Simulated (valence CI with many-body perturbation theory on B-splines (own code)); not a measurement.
Results of a calculation; reference values are marked as such.
Tc³⁸⁺: input, log and results

Level of theory: valence CI with perturbative core correlation (CI+MBPT): three valence electrons over a frozen Dirac-Fock core [He], radial functions for each j: 6 s, 6 p, 5 d, 3 f, 1 g, with the one-electron correlation potential Σ1 (screened to all orders), the two-electron term Σ2, the three-electron term Σ3, Breit, model QED; selected single and double excitations, second order for the rest, scaled by the run's own slope (own B-spline code, finite nucleus).

Command, and the settings that its task file holds:

```sh
python run_cv.py task.json out
```

```
atom Tc  Z=43  mass_number=97  rms_radius_fm=4.4112
core [He]
valence 2s2 2p1
avg = 1
basis = S
breit = 1
cap = 10000
capref = 1200
cscale = 1
de = 0.0
dress = 0
eps = 2e-08
extrap = 1
h = 0.27
hh = 1
l2 = 3
lcore = 6
maxit = 60
n2 = 5
natural = 1
nlev = 21
nno = [3, 3, 3, 2, 1]
nroot = 26
nsp = [3, 3, 2, 1, 0]
pt2 = 1
qed = 1
rpa = 1
s1 = 1
s2 = 1
s3 = 1
screen = 1
tol = 0.03
whole = 1
```

It took 6 s on 1 thread of Arm Neoverse V1, on a shared host.

Log. The first blocks belong to the next ion, which gives the ionisation energy. Fields: 2J, parity (1 odd), roots, reference size, generating configurations, candidates as configurations/state functions, variational space P, stored matrix elements, Davidson steps; e2 is the range of second-order energies in hartree. The first line gives the box (bohr), its intervals, the orbitals and the steps of their self-consistent field. Window is the range of levels sought, series limit the energy at which the first omitted orbital would enter, core excitation an estimate of the first excitation out of the core, left out the lowest levels not solved, and shifts from estimates the range by which levels moved from their first estimate, all in cm⁻¹.

```
rmax 1.5 intervals 55 orbitals 36 references ['2s2 2p', '2s 2p2', '2p3'] scf 2 t 0.3
2J=0 par=0 roots 2 ref 15 generators 3 cand 92/92 P 107/107 nnz 0 it 0
   second order: generators 5 cand 0/0 e2 -0.00000 -0.00000
2J=0 par=1 roots 2 ref 11 generators 4 cand 73/73 P 84/84 nnz 0 it 0
   second order: generators 7 cand 0/0 e2 -0.00000 -0.00000
reference levels 291, estimated 257, window 26084009 1/cm; series limit 33993355, core excitation 150506035
2J=1 par=1 roots 9 ref 32 generators 13 cand 206/328 P 1974/2897 nnz 1e+06 it 2
2J=1 par=1 roots 9 ref 32 generators 13 cand 26/33 P 2000/2930 nnz 1e+06 it 2
   second order: generators 20 cand 208/280 e2 -0.00000 -0.00000
2J=1 par=0 roots 9 ref 34 generators 12 cand 116/170 P 1839/2690 nnz 8.9e+05 it 1
2J=1 par=0 roots 9 ref 34 generators 15 cand 18/26 P 1857/2716 nnz 9.1e+05 it 2
   second order: generators 22 cand 423/582 e2 -0.00000 -0.00000
2J=3 par=1 roots 12 ref 47 generators 15 cand 516/1100 P 2006/4087 nnz 2.1e+06 it 2
2J=3 par=1 roots 12 ref 47 generators 16 cand 66/110 P 2072/4197 nnz 2.2e+06 it 2
   second order: generators 22 cand 617/1292 e2 -0.00000 -0.00000
2J=3 par=0 roots 9 ref 45 generators 11 cand 390/844 P 1858/3758 nnz 1.8e+06 it 2
2J=3 par=0 roots 9 ref 45 generators 14 cand 81/145 P 1939/3903 nnz 1.9e+06 it 2
   second order: generators 19 cand 648/1440 e2 -0.00000 -0.00000
2J=5 par=0 roots 6 ref 39 generators 10 cand 448/1006 P 1652/3544 nnz 1.7e+06 it 2
2J=5 par=0 roots 6 ref 39 generators 13 cand 199/451 P 1851/3995 nnz 2.1e+06 it 2
   second order: generators 17 cand 528/1304 e2 -0.00000 -0.00000
2J=5 par=1 roots 6 ref 36 generators 9 cand 449/989 P 1609/3517 nnz 1.7e+06 it 2
2J=5 par=1 roots 6 ref 36 generators 10 cand 219/534 P 1828/4051 nnz 2.2e+06 it 2
   second order: generators 13 cand 521/1209 e2 -0.00000 -0.00000
2J=7 par=1 roots 2 ref 21 generators 4 cand 300/749 P 1494/3295 nnz 1.5e+06 it 2
2J=7 par=1 roots 2 ref 21 generators 5 cand 87/176 P 1581/3471 nnz 1.7e+06 it 2
   second order: generators 6 cand 318/710 e2 -0.00000 -0.00000
2J=7 par=0 roots 1 ref 19 generators 2 cand 361/755 P 1455/3259 nnz 1.5e+06 it 2
2J=7 par=0 roots 1 ref 19 generators 3 cand 43/104 P 1498/3363 nnz 1.6e+06 it 2
   second order: generators 5 cand 342/796 e2 -0.00000 -0.00000
2J=9 par=1 roots 1 ref 7 generators 1 cand 120/254 P 1208/2711 nnz 1.2e+06 it 1
2J=9 par=1 roots 1 ref 7 generators 1 cand 19/27 P 1227/2738 nnz 1.2e+06 it 2
   second order: generators 1 cand 83/180 e2 -0.00000 -0.00000
left out: unestimated 37902012, estimated 27667634, shifts from estimates -0 to 24
operators 0.1
```

The Davidson iterations converged. The settings are bad on purpose, so the numbers may not be properties of the ion.

The last digits are not significant, and no measured levels were compared; by estimate large intervals hold to a few tenths of a per cent, small ones and those within an open d or f shell to about a per cent.

- Valence energy: -640.2241 hartree
- Ionisation energy: 5572 eV (NIST: 5570 ± 4 eV (semi-empirical))
- Reference configurations for the orbitals: 2s2 2p, 2s 2p2, 2p3
- Radial orbitals: 36
- Box radius: 1.497 bohr
- Largest variational space: 4197
- Lowest levels: (2s^2 2p1/2) J=1/2 0.00, (2s 2p1/2^2) J=1/2 115.17, (2s^2 2p3/2) J=3/2 132.41, (2s 2p1/2 2p3/2) J=3/2 [a] 214.58, (2s 2p1/2 2p3/2) J=5/2 238.59, (2s 2p1/2 2p3/2) J=3/2 [b] 278.10, (2s 2p1/2 2p3/2) J=1/2 282.87, (2s 2p3/2^2) J=5/2 365.95, (2p1/2^2 2p3/2) J=3/2 407.28, (2s 2p3/2^2) J=1/2 422.02, (2s 2p3/2^2) J=3/2 423.21, (2p1/2 2p3/2^2) J=3/2 517.60, (2p1/2 2p3/2^2) J=5/2 533.48, (2p1/2 2p3/2^2) J=1/2 563.34 eV

Levels are named by their leading jj configuration (3d3/2^4 stands for four electrons in 3d with j = 3/2), which in mixed levels can hold well under half, so a name can repeat and another be missing. Letters in brackets count levels of one name in rising energy.
